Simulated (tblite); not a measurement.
C7H3F.
SMILES: `C#CC=C=C(F)C#C`

Level: GFN2-xTB in tblite, geometry and Hessian alike; calculated harmonic values, unscaled, isolated species. The method is semi-empirical: single wavenumbers can be off by several per cent or more.

Harmonic wavenumbers (cm⁻¹): 65.2, 83.3, 130.0, 197.0, 221.2, 274.1, 389.9, 435.2, 477.5, 512.6, 524.4, 637.6, 646.6, 651.4, 680.4, 749.8, 792.7, 1000.6, 1121.7, 1170.1, 1393.4, 2028.2, 2251.7, 2255.0, 2996.2, 3395.3, 3396.6.

A = 4187, B = 1022, C = 896.5 MHz; mass 106.022 u (most abundant isotopes); point group C1, symmetry number 1.

**Question.** Zero-point energy?

**Answer.** ½Σν̃ = 14239 cm⁻¹ = 40.71 kcal/mol.

**Question.** Entropy at 400 K, 1 bar (ideal gas, RRHO, classical rotation)?

**Answer.** Translation 41.38, rotation 29.69, vibration 30.45: S = 101.5 cal/(mol K).

**Question.** And Cp and H(400 K) − H(0)?

**Answer.** Cp = 37.01 cal/(mol K), of which vibrations give 29.06 (their classical limit is 27 R = 53.7); H(400 K) − H(0) = 9.56 kcal/mol without the zero-point energy, 6.38 from vibrations.

**Question.** How do the functions run with temperature in this model?

**Answer.** 
```
T (K)  S (cal/(mol K))  Cp (cal/(mol K))  H − H(0) (kcal/mol)  G − H(0) (kcal/mol)  ln q(vib)
  100             66.1              16.3                 1.17                -5.44       1.15
  200             80.1              24.9                 3.24               -12.78       3.17
  300             91.6              32.0                 6.10               -21.38       5.25
  500            110.2              40.7                13.46               -41.64       9.26
  800            131.0              47.7                26.81               -77.99      14.52
 1000            142.0              50.7                36.66              -105.31      17.57
```

q(vib) and H(0) count from the zero-point level.

**Question.** Blend soft modes into free rotors: weight 1/[1 + (100 cm⁻¹/ν̃)⁴] for the oscillator and the rest for a rotor with moment μB/(μ + B), μ = h/(8π²ν), B = 10⁻⁴⁴ kg m². What vibrational entropy results?

**Answer.** 28.46 cal/(mol K) in place of 30.45, which changes −T·S at 400 K by +0.80 kcal/mol.

Hindered rotation and anharmonicity are outside this model. The structure is chiral; the term R ln 2 for an equal mix with its mirror image is left out.
